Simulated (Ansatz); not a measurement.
Reactions of C₂H₇GeNSi, SMILES `[GeH3][NH]C1=C[SiH2]1`.

Calculated with Ansatz (gas phase, PBE0-D4/def2-TZVP geometries, no zero-point term in ΔE). CCSD(T)/CBS is the MP2 limit (def2-TZVPP, def2-QZVPP) plus CCSD(T) − MP2 in def2-TZVPP, frozen cores. For Ge outer-core shells are correlated without core-valence functions, which leaves a few kJ/mol of doubt a bond. Scalar relativity is left out up to krypton. One conformer a species, not always the lowest.

(1) Order these by ΔE at CCSD(T)/CBS, lowest first. (Best estimate.)
A. `[GeH3][NH]C1=C[SiH2]1` + `[Cl][GeH3]` → `[Cl][GeH2][GeH3]` + `NC1=C[SiH2]1`
B. `[GeH3][NH]C1=C[SiH2]1` + `NBS` → `NB[S][GeH3]` + `NC1=C[SiH2]1`
C. `[GeH3][NH]C1=C[SiH2]1` + `CC(O)=S` → `CC(=S)[O][GeH3]` + `NC1=C[SiH2]1`
D. `[GeH3][NH]C1=C[SiH2]1` + `C=CN[SiH2]Cl` → `C=C[N]([GeH3])[SiH2]Cl` + `NC1=C[SiH2]1`

Largest T1 diagnostic: 0.017, for `CC(O)=S`.

## Answers

(1) B (-33.3 kJ/mol), A (-21.4 kJ/mol), D (-1.4 kJ/mol), C (+14.5 kJ/mol).
